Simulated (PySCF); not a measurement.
# [BiO2]+, singlet: data card

Level of theory: PBE0 in PySCF with Bi x2c-TZVPall, O x2c-TZVPall; spin-free X2C, no spin–orbit coupling; density-fitted integrals.

The structure is a minimum.

- Point group: D∞h
- Bond lengths: Bi–O 1.843 Å (×2)
- Bond angles: O–Bi–O 180.0°
- Enthalpy at 298.15 K above 0 K: 12.92 kJ/mol
- Lowest empty level: -11.03 eV
- Principal polarisabilities: 22.1, 22.1, 57.9 bohr³
- Zero-point energy: 10.9 kJ/mol
- Highest occupied level: -16.00 eV
- Entropy at 298.15 K and 1 bar: 270.1 J/(mol K)
- Rotational constants: 0.1551 cm⁻¹
- Rotational symmetry number: 2
- Dipole moment about the centre of mass: 0.00 D
- Heat capacity Cp at 298.15 K: 50.7 J/(mol K)
- Principal quadrupole moments (Buckingham, traceless) about the centre of mass: -8.62, 4.31, 4.31 D Å

Harmonic modes (masses in u: Bi 208.980, O 15.995):
```csv
symmetry,ω (cm⁻¹),"IR (km/mol, summed over degenerate members)",μ (u)
πu,101,31.4,18.23
σg+,776,0.0,15.99
σu+,849,14.7,18.23
```

In D∞h the vibrations span πu + σg+ + σu+. The σg+ mode carries no infrared intensity, as symmetry demands. With a centre of inversion only u modes can be infrared active and only g modes Raman active.

Charges (e):
| atom | Mulliken | Löwdin | polar tensor | Mayer order to Bi1 |
| --- | --- | --- | --- | --- |
| Bi1 | 1.59 | 1.59 | 1.53 | – |
| O2,3 | -0.29 | -0.30 | -0.26 | 1.75 |
Other Mayer orders above 0.3: O–O 0.37.

Mulliken populations on Bi1: s 11.57, p 25.51, d 30.21, f 14.13.

Outer orbital energies (eV). occupied: -23.43, -17.91, -17.36, -17.36, -16.00, -16.00; empty: -11.03, -9.94, -9.94, -4.16.

Counting electrons, bismuth keeps none of its valence electrons outside its bonds, so the VSEPR class is AX2 and the expected shape is linear (D∞h), as computed.

This need not be the most stable arrangement of these atoms. No spin–orbit coupling is included, which matters more the heavier the element.

The final relaxation and frequency run took 59 s on 4 threads of a shared Arm Neoverse V1 host, with 145 basis functions and 7 gradients; the process peaked at 1.4 GiB. Launch command: `OMP_NUM_THREADS=4 python axn.py task.json out`.
